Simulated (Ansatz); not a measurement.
`F[CH2][GeH2][GeH3]` and `F[CH2][GeH2][Br]` differ in one atom or group.

Ansatz, PBE0-D4/def2-TZVP geometries, multiplicity 1. Each molecule was computed in one conformer, which needn't be the lowest.

Scalar relativity is left out up to krypton.

```json
{"property": "HOMO energy (PBE0/def2-TZVPP) / eV", "`F[CH2][GeH2][GeH3]`": "-8.05"}
{"property": "size of the dipole moment (PBE/def2-TZVPP) / D", "`F[CH2][GeH2][GeH3]`": "1.31"}
{"property": "HOMO energy (ωB97M-V/def2-TZVPP) / eV", "`F[CH2][GeH2][GeH3]`": "-10.11"}
{"property": "LUMO energy (B3LYP/def2-TZVPP) / eV", "`F[CH2][GeH2][GeH3]`": "0.03"}
{"property": "HOMO–LUMO gap (PBE/def2-TZVPP) / eV", "`F[CH2][GeH2][GeH3]`": "6.36"}
{"property": "LUMO energy (ωB97M-V/def2-TZVPP) / eV", "`F[CH2][GeH2][GeH3]`": "1.96"}
```

(1) What does the change do to each property? (An estimate is asked.)

## Answers

(1) Computed: 
```json
{"property": "HOMO energy (PBE0/def2-TZVPP) / eV", "`F[CH2][GeH2][Br]`": "-8.25", "shift": "-0.20"}
{"property": "size of the dipole moment (PBE/def2-TZVPP) / D", "`F[CH2][GeH2][Br]`": "0.54", "shift": "-0.77"}
{"property": "HOMO energy (ωB97M-V/def2-TZVPP) / eV", "`F[CH2][GeH2][Br]`": "-10.45", "shift": "-0.34"}
{"property": "LUMO energy (B3LYP/def2-TZVPP) / eV", "`F[CH2][GeH2][Br]`": "-0.90", "shift": "-0.93"}
{"property": "HOMO–LUMO gap (PBE/def2-TZVPP) / eV", "`F[CH2][GeH2][Br]`": "5.40", "shift": "-0.96"}
{"property": "LUMO energy (ωB97M-V/def2-TZVPP) / eV", "`F[CH2][GeH2][Br]`": "1.26", "shift": "-0.70"}
```

With PBE0 the HOMO falls by 0.20 eV and the LUMO falls by 0.93 eV, so the gap narrows by about 0.73 eV. PBE moves the HOMO by -0.08 eV and ωB97M-V by -0.34 eV. Dipoles are sizes alone; their direction can turn.

B3LYP here is the variant with VWN-RPA as its local correlation; programs differ in this.

Spin–orbit coupling is left out; it splits and shifts lone-pair levels of the heavy atoms by tenths of an eV.
